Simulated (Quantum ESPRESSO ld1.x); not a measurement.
Task: The mean radii <r> (bohr) of the occupied orbitals of an atom or ion are listed with their occupations. Method: scalar-relativistic Kohn-Sham, LDA (Slater exchange, VWN5 correlation), spin-polarised, spherical densities, point nucleus; computed with ld1.x of Quantum ESPRESSO 7.5.

| orbital | occ. | <r> |
|---|---|---|
| 1s up | 1 | 0.05628 |
| 1s down | 1 | 0.05628 |
| 2s up | 1 | 0.2562 |
| 2s down | 1 | 0.2559 |
| 2p up | 3 | 0.2253 |
| 2p down | 3 | 0.2251 |
| 3s up | 1 | 0.7750 |
| 3s down | 1 | 0.7773 |
| 3p up | 3 | 0.8158 |
| 3p down | 3 | 0.8200 |
| 3d up | 5 | 1.007 |
| 3d down | 2 | 1.042 |

Name the element and its charge. Open shells, if any, are filled with parallel spins first.

Result: Z = 27, cobalt, charge +2: Co2+ in [Ar] 3d7. The 1s radius gives Z: for a bare nucleus <r> = (2 gamma + 1)/(2Z) with gamma = sqrt(1 - (Z/c)^2), 0.05483 bohr for Z = 27, and screening makes it slightly larger (0.05628 here). The occupations add up to 25, and the charge is Z minus that.
